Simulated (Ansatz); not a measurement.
The cluster Nb₃S₄⁺. Charge 1, multiplicity 1. Geometry B3LYP-D4/def2-SVP; atoms count from 1.

| atom | x (Å) | y (Å) | z (Å) |
| --- | --- | --- | --- |
| Nb1 | -0.602 | -1.633 | -1.035 |
| Nb2 | 1.969 | 0.455 | -0.119 |
| Nb3 | -0.516 | 0.444 | 0.435 |
| S4 | -1.866 | 0.090 | -1.684 |
| S5 | 1.439 | 0.278 | 2.044 |
| S6 | 0.812 | 2.265 | -0.731 |
| S7 | -1.237 | -1.899 | 1.090 |

In the def2 sets Nb takes a core potential; there is no spin–orbit coupling. The restricted singlet is unstable towards broken spin symmetry at other levels; at PBE0-D4/def2-TZVP this wasn't settled. No other spin state of charge 1 was run. The geometry of the singlet was relaxed on an unsound state (restricted singlet, unstable towards broken spin symmetry at other levels and untested here). Another isomer (singlet) lies 1.65 eV lower at PBE0-D4/def2-TZVP; other spin states weren't run for this one.

Q: Estimate the Mulliken populations from the PBE0/def2-TZVP orbitals of Ansatz.

A: 
| atom | charge (e) | d electrons |
| --- | --- | --- |
| Nb1 | 0.77 | 3.45 |
| Nb2 | 0.77 | 3.45 |
| Nb3 | 0.58 | 3.38 |
| S4 | -0.28 | – |
| S5 | -0.28 | – |
| S6 | -0.28 | – |
| S7 | -0.28 | – |
Mulliken values and Mayer orders depend strongly on the basis.

Q: And the Mayer bond orders between bonded heavy atoms (over 0.3)?

A: Nb1–Nb2 0.64 (3.44 Å); Nb1–Nb3 1.33 (2.55 Å); Nb1–S4 1.61 (2.23 Å); Nb1–S7 1.61 (2.23 Å); Nb2–Nb3 1.33 (2.55 Å); Nb2–S5 1.61 (2.23 Å); Nb2–S6 1.61 (2.23 Å); Nb3–S4 0.77 (2.54 Å); Nb3–S5 0.77 (2.54 Å); Nb3–S6 0.77 (2.54 Å); Nb3–S7 0.78 (2.54 Å).
